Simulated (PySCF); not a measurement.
Does the answer move with the share of exact exchange?

Species: CH6BClSi.
SMILES with atom numbers: `[BH2:1][CH2:2][SiH2:3][Cl:4]` (hydrogens: H5, H6 on B1; H7, H8 on C2; H9, H10 on Si3)

Geometry (PBE0-D3(BJ)/def2-SVP, Å), atoms numbered from 1 in this order:
```xyz
10
CH6BClSi angstrom
B     -0.904    0.325    0.863
C      0.265    1.325    0.995
Si     1.856    0.496    0.421
Cl     3.393    1.883    0.553
H     -1.525    0.238   -0.172
H     -1.179   -0.431    1.768
H      0.479    1.633    2.032
H      0.170    2.207    0.340
H      1.765    0.064   -1.000
H      2.209   -0.660    1.289
```

PySCF, def2-SVPD basis, density fitting, gas phase, PBE0-D3(BJ)/def2-SVP geometry; singlet excitations by full TDDFT with frozen cores, triplets by Tamm–Dancoff TDDFT and ionisation energies by ΔSCF, from the lowest of the holes tried. One functional is left out:

| functional | exact exchange (%) | HOMO energy (eV) | LUMO energy (eV) | lowest singlet excitation (eV) | lowest triplet excitation (eV) | dipole moment (D) | mean polarisability (au) | vertical ionisation energy (eV) |
| --- | --- | --- | --- | --- | --- | --- | --- | --- |
| LDA | 0 | -7.70 | -3.12 | 4.65 | 4.44 | 0.747 | 72.5 | 10.66 |
| PBE | 0 | -7.59 | -2.84 | 4.86 | 4.53 | 0.776 | 71.1 | 10.52 |
| PBE0 | 25 | -8.89 | -1.88 | 5.62 | 4.93 | 0.938 | 68.1 | 10.90 |
| BHandHLYP | 50 | -10.05 | -0.86 | 6.04 | 5.35 | 1.080 | 65.8 | 11.09 |

Question: Predict the row of B3LYP (20 % exact exchange) by straight lines through the other rows, and check it.

Answer: 
```json
{"property": "HOMO energy (eV)", "line": "-8.62", "computed": "-8.63", "computed − line": "-0.01", "PBE0 (25 %), for comparison": "-8.89"}
{"property": "LUMO energy (eV)", "line": "-2.12", "computed": "-2.08", "computed − line": "+0.04", "PBE0 (25 %), for comparison": "-1.88"}
{"property": "lowest singlet excitation (eV)", "line": "5.33", "computed": "5.62", "computed − line": "+0.29", "PBE0 (25 %), for comparison": "5.62"}
{"property": "lowest triplet excitation (eV)", "line": "4.83", "computed": "5.03", "computed − line": "+0.20", "PBE0 (25 %), for comparison": "4.93"}
{"property": "dipole moment (D)", "line": "0.893", "computed": "0.920", "computed − line": "+0.027", "PBE0 (25 %), for comparison": "0.938"}
{"property": "mean polarisability (au)", "line": "69.2", "computed": "68.7", "computed − line": "-0.5", "PBE0 (25 %), for comparison": "68.1"}
{"property": "vertical ionisation energy (eV)", "line": "10.81", "computed": "10.84", "computed − line": "+0.03", "PBE0 (25 %), for comparison": "10.90"}
```

Question: Which of these properties follows the share of exact exchange most closely, and which least?

Answer: Most closely the HOMO energy, least the vertical ionisation energy; the correlations over the tabulated rows are HOMO energy -0.999, lowest triplet excitation 0.996, dipole moment 0.996, LUMO energy 0.994, lowest singlet excitation 0.977, mean polarisability -0.975, vertical ionisation energy 0.967. The HOMO energy moves by -0.483 eV for every 10 %. Functionals with the same share still differ in their other parts: at 0 % LDA and PBE differ by 0.11 eV in it.
